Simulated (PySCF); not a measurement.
Isomers C₅H₅NO:

A. 2-Hydroxypyridine
B. SMILES C#CC(=C)C(N)=O
C. `[O-][n+]1ccccc1`

Spectrum 1. ¹H NMR (400 MHz, computed): δ 8.40 (dd, J = 5.8, 1.6 Hz, 1H), 7.91 (ddd, J = 9.3, 8.1, 1.6 Hz, 1H), 6.95 (dd, J = 8.1, 5.8 Hz, 1H), 6.88 (d, J = 9.3 Hz, 1H), 5.67 (br s, 1H). ¹³C{¹H} NMR (computed): δ 169.4 (C), 154.3 (CH), 145.3 (CH), 120.6 (CH), 111.7 (CH).

Spectrum 2. ¹H NMR (400 MHz, computed): δ 8.30 (d, J = 7.9 Hz, 2H), 7.36 (t, J = 8.2 Hz, 2H), 6.93 (t, J = 8.5 Hz, 1H). ¹³C{¹H} NMR (computed): δ 144.5 (CH), 132.8 (CH), 123.8 (CH).

Spectrum 3. ¹H NMR (400 MHz, computed): δ 7.33 (s, 1H), 6.57 (t, J = 1.0 Hz, 1H), 6.38 (br, 1H), 4.72 (br, 1H), 2.96 (d, J = 1.0 Hz, 1H). ¹³C{¹H} NMR (computed): δ 162.8 (C), 147.2 (CH2), 128.5 (C), 91.4 (CH), 86.2 (C).

- shieldings: GIAO PBE0/pcSseg-1
- J couplings at B3LYP/pcJ-1 (spin–dipole term left out of most H,H and C,H couplings)
- GFN2-xTB geometry
- code: PySCF
- rapidly exchanging positions averaged, one computed conformer, no relativistic terms, gas phase

Shifts are taken against calculated references (same method and geometry level): ¹H (σ = 31.72 ppm) and ¹³C (σ = 186.93 ppm) against TMS. Multiplet labels drop J under 1 Hz and among equivalent protons, and merge close values. Unscaled 3J(H,H) run several per cent high. Acid and N–H amide carbonyl carbons lie up to 10 ppm further downfield in solution (hydrogen bonding). Shifts are as computed. Against solution values, carbons near 30 ppm lie about +3 ppm off and those near 130 ppm about +5 ppm. Of 1211 compounds with measured shifts, 218 miss one by over three times the rms of a fit or turn the order of signals round; such compounds aren't used in these exercises. Groups on amide-type nitrogens are kept apart (slow C–N rotation). OH and NH positions are gas-phase values without hydrogen bonding to other molecules.

Problem. Match each spectrum to its structure.

Solution. 1–A, 2–C, 3–B.

- Spectrum 1 (A): 5 ¹³C signals; δC 169.4 is an aromatic carbon bearing oxygen; δC 154.3 is an aromatic CH next to a ring nitrogen.
- Spectrum 2 (C): 3 ¹³C signals; δC 144.5 is an aromatic CH next to a ring nitrogen; δC 132.8 is an aromatic CH.
- Spectrum 3 (B): 5 ¹³C signals; δC 162.8 is an amide carbonyl carbon; δC 147.2 is a β carbon of a C=C–C=O unit.
